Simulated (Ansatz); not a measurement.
CoBr2, relaxed as a doublet with UKS r2SCAN-D4/def2-TZVP in Ansatz, starting from the GFN2-xTB geometry. Force threshold 0.02 eV/Å.

The charge 0 doublet is spin-contaminated (final ⟨S²⟩ up to 1.76, 0.75 for a pure state). The relaxation made no stability test and no search for a lower SCF solution. At r2SCAN-D4/def2-TZVP a quartet of charge 0 lies 0.79 eV below the doublet at the same geometry. The structure comes from a short search, and lower isomers may exist.

Start:

```xyz
3

Co    0.0139   -0.0103   -0.0006
Br   -0.6531   -0.7639   -1.8501
Br    0.6392    0.7742    1.8507
```

Problem. Estimate the energy that the relaxation releases and the steps that it takes.

Solution. 4.6 kcal/mol, in 4 steps; 1.8 min on 4 threads of Arm Neoverse V1 on a shared host. No frequencies were taken in this run, so the end may be a saddle point.

Problem. Does the start keep its bonding and symmetry?

Solution. By distances, no bond broke or formed. The bond that changes most is Co1–Br3, from 2.11 to 2.22 Å (atoms count from 1). Point group D∞h at the start, D∞h at the end, both within 0.05 Å.

Problem. Predict the relaxed structure.

Solution. 
```csv
atom,x (Å),y (Å),z (Å)
Co1,0.001,-0.001,0.000
Br2,-0.681,-0.810,-1.949
Br3,0.680,0.811,1.949
```
Bond lengths: 2 × Br–Co 2.22 Å.
